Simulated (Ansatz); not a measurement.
C$_{4}$H$_{8}$, charge -1, doublet, at a GFN2-xTB geometry (a state made from the parent by changing its charge; the spin is typed, not shown lowest) (a gas-phase anion, which may not be bound at this level), with bond 10-3 at 1.4 times its length; SC-NEVPT2/STO-3G, CASSCF(3,5) (Ansatz, a first-principles code).

The Ansatz input:
Ansatz 0.2 input:
```yaml
crystal:
  periodic: [false, false, false]
  atoms:
    - {symbol: C, position_ang: [-1.11381591, -0.88570048, 0.11179448]}
    - {symbol: C, position_ang: [0.00931388, 0.10831617, 0.25943995]}
    - {symbol: C, position_ang: [1.33854032, -0.47307750, -0.14851503]}
    - {symbol: C, position_ang: [-0.26563539, 1.47256463, -0.16833273]}
    - {symbol: H, position_ang: [-0.93670200, -1.77973247, 0.73039709]}
    - {symbol: H, position_ang: [-1.26744986, -1.26228191, -0.92873744]}
    - {symbol: H, position_ang: [-2.06300643, -0.44596678, 0.42856738]}
    - {symbol: H, position_ang: [1.59063609, -1.35449336, 0.46212850]}
    - {symbol: H, position_ang: [2.13780538, 0.26084386, -0.01733491]}
    - {symbol: H, position_ang: [1.41042654, -0.95200654, -1.63572103]}
    - {symbol: H, position_ang: [0.55550635, 2.18121681, 0.01065434]}
    - {symbol: H, position_ang: [-1.21709452, 1.88296657, 0.19881006]}
basis:
  gaussian:
    orbitals: STO-3G
total_charge: -1
correlation: {method: sc_nevpt2, electrons: all, active_space: {window: {electrons: 3, orbitals: 5}}}
magnetization: {spin_polarized: false, initial_magnetization: 1}
```

Problem. Write the output that Ansatz gives for this input, abridged.

Solution. 
```
Functional definition: HF
388 factors; integrals over basis functions are off by at most 4.2e-5 eV
mean field evaluation 1: about -4185.4305 eV, gradient 2.0e1 eV
mean field evaluation 2: about -4185.6954 eV, gradient 2.0e1 eV
mean field evaluation 4: about -4188.0113 eV, gradient 2.4e0 eV
mean field evaluation 8: about -4188.1218 eV, gradient 2.3e-1 eV
mean field -4188.12002527 eV, -153.9105721189 hartree, gradient 7.6e-6 eV, S^2 0.750000; 0 other end points of the search recorded, 0 dependent functions left out
reference -4188.12002527 eV, -153.9105721189 hartree; 17, 16 occupied and 11, 12 virtual orbitals, 388 factors
state -4189.17038598 eV, -153.9491721632 hartree
state -4189.17038598 eV, -153.9491721632 hartree; corrected -4194.24122121 eV, -154.1355219207 hartree
WARN: 1 active orbitals are nearly empty or full. The corrections depend on them more than the energy does, and are more stable in an active space without them
Total energy: -4194.24122121 eV, -154.1355219207 hartree
```
